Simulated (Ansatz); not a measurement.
C₂H₆O₃SSi (`C=CS[Si](O)(O)O`), relaxed with RKS PBE0-D4/def2-TZVP in Ansatz 0.2.0 from a PBE-D4/def2-SVP geometry. The force threshold is 0.005 eV/Å; the program also tests the step.

Charge 0, multiplicity 1.

Start:

```xyz
13

C    -1.796    2.062    1.092
C    -1.153    1.111    0.393
S    -0.500   -0.364    1.151
Si    0.869   -1.040   -0.361
O     0.197   -0.629   -1.830
O     1.074   -2.670   -0.072
O     2.392   -0.366   -0.381
H    -2.225    2.930    0.568
H    -1.921    2.009    2.185
H    -1.032    1.162   -0.702
H     0.864   -0.401   -2.503
H     0.250   -3.149    0.125
H     2.982   -0.655    0.336
```

(1) By how much does the energy fall, and how many steps does the optimiser take? (Best estimate.)

(2) Which bonds change most? (An estimate is asked.)

(3) Give the relaxed structure. (Best estimate.)

## Answers

(1) The calculation gave: 11.65 kJ/mol, in 17 steps, 2 of them rejected.

(2) The calculation gave: Si4–O5 from 1.667 to 1.630 Å; Si4–O7 from 1.665 to 1.630 Å; Si4–O6 from 1.668 to 1.633 Å; S3–Si4 from 2.149 to 2.123 Å.

(3) Computed: 
```xyz
13

C    -1.700    2.060    1.103
C    -1.155    1.098    0.372
S    -0.620   -0.432    1.061
Si    0.822   -1.047   -0.370
O     0.209   -0.723   -1.845
O     1.103   -2.624   -0.053
O     2.262   -0.287   -0.316
H    -2.066    2.963    0.629
H    -1.806    1.978    2.179
H    -1.057    1.184   -0.705
H     0.848   -0.529   -2.535
H     0.342   -3.200    0.030
H     2.819   -0.443    0.448
```
